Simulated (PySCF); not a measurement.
Geometry:
| atom | x (Å) | y (Å) | z (Å) |
| --- | --- | --- | --- |
| C1 | 2.452 | -0.240 | 0.256 |
| O2 | 1.265 | 0.486 | 0.367 |
| C3 | 0.412 | 0.434 | -0.750 |
| C4 | -0.659 | 1.500 | -0.548 |
| Ge5 | -1.898 | 0.645 | 0.727 |
| C6 | -1.138 | -1.150 | 0.405 |
| C7 | -0.284 | -0.938 | -0.833 |
| F8 | -1.098 | -0.906 | -1.954 |
| H9 | 2.297 | -1.335 | 0.289 |
| H10 | 3.091 | 0.037 | 1.107 |
| H11 | 2.992 | 0.000 | -0.680 |
| H12 | 0.990 | 0.603 | -1.682 |
| H13 | -0.199 | 2.428 | -0.183 |
| H14 | -1.180 | 1.704 | -1.493 |
| H15 | -3.376 | 0.771 | 0.313 |
| H16 | -1.740 | 1.116 | 2.183 |
| H17 | -1.879 | -1.943 | 0.232 |
| H18 | -0.504 | -1.443 | 1.254 |
| H19 | 0.444 | -1.753 | -0.989 |

Geometry: PBE0-D3(BJ)/def2-SVP; GIAO absolute shieldings from PySCF 2.14.0 with density-fitted response routines, gas phase, non-relativistic, averaged over equivalent atoms.

At B97-2/pcSseg-1 (215 basis functions, 34 s wall time on 1 thread of an Arm Neoverse V2, shared host):
```csv
atoms,σ (ppm)
C7,91.1
C3,99.4
C1,127.4
C4,168.4
C6,169.8
O2,293.2
Ge5,1437.7
F8,385.6
H19,26.10
H16,27.17
H15,27.19
H12,27.66
H9/H10/H11,28.16
H17,30.13
H14,30.23
H13,30.32
H18,30.41
```

Predict the values at PBE0/pcSseg-1 on the same geometry.

Results:


| atoms | σ at PBE0/pcSseg-1 | change |
| --- | --- | --- |
| C7 | 90.9 | -0.2 |
| C3 | 99.0 | -0.4 |
| C1 | 127.9 | +0.5 |
| C4 | 169.5 | +1.1 |
| C6 | 170.9 | +1.1 |
| O2 | 296.0 | +2.8 |
| Ge5 | 1449.3 | +11.6 |
| F8 | 386.2 | +0.6 |
| H19 | 25.99 | -0.11 |
| H16 | 27.02 | -0.15 |
| H15 | 27.04 | -0.15 |
| H12 | 27.57 | -0.09 |
| H9/H10/H11 | 28.04 | -0.12 |
| H17 | 30.02 | -0.11 |
| H14 | 30.13 | -0.10 |
| H13 | 30.21 | -0.11 |
| H18 | 30.32 | -0.09 |

The largest change is at Ge5 (germanium bonded to 2 C, 2 H, in a 5-membered ring). Cost: 215 basis functions, 39 s wall time on 1 thread of an Arm Neoverse V2, shared host. The order of the carbon signals is the same at both levels.

Relativistic effects, spin–orbit coupling among them, are left out; they matter for Ge and for the light atoms bonded to it.
